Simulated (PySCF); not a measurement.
System: C4H11Si (charge -1, singlet). It need not be the lowest isomer of its formula. Whether it binds its extra electron was not tested at this geometry. 
Coordinates optimised at B3LYP-D3(BJ)/def2-TZVP (Ansatz):
SMILES: CC(C)(C)[SiH2-]
```xyz
16

C     -0.6570    -1.4432     0.5716
C      0.1875    -0.2281     0.1779
C      0.7007     0.4462     1.4519
C      1.3886    -0.7081    -0.6415
Si    -0.9244     0.9860    -0.9612
H     -1.0331    -1.9651    -0.3127
H     -1.5238    -1.1418     1.1671
H     -0.0752    -2.1644     1.1695
H      1.3117    -0.2444     2.0637
H      1.3161     1.3159     1.2118
H     -0.1295     0.7964     2.0691
H      2.0232     0.1328    -0.9364
H      2.0136    -1.4138    -0.0692
H      1.0654    -1.2110    -1.5572
H      0.0556     2.1793    -0.9048
H     -1.8019     1.5118     0.1967
```
Charge -1, spin multiplicity 1.

Dispersion corrections to the total energy (kcal/mol) from the dftd3 and dftd4 libraries through PySCF: D3(BJ) without and D4 with the three-body term, each with the damping fitted for the functional named.

```tsv
functional	D3(BJ)	D4
B2PLYP	-7.43	-7.28
HSE06	?	-8.12
B3LYP	-15.99	?
CAM-B3LYP	?	-8.82
r2SCAN	-2.68	-2.69
PBE0	-8.11	-8.77
TPSS	-11.76	-14.00
```

Question: Complete the blanks.

Answer: 
- HSE06, D3(BJ): -6.18
- B3LYP, D4: -16.50
- CAM-B3LYP, D3(BJ): -7.33
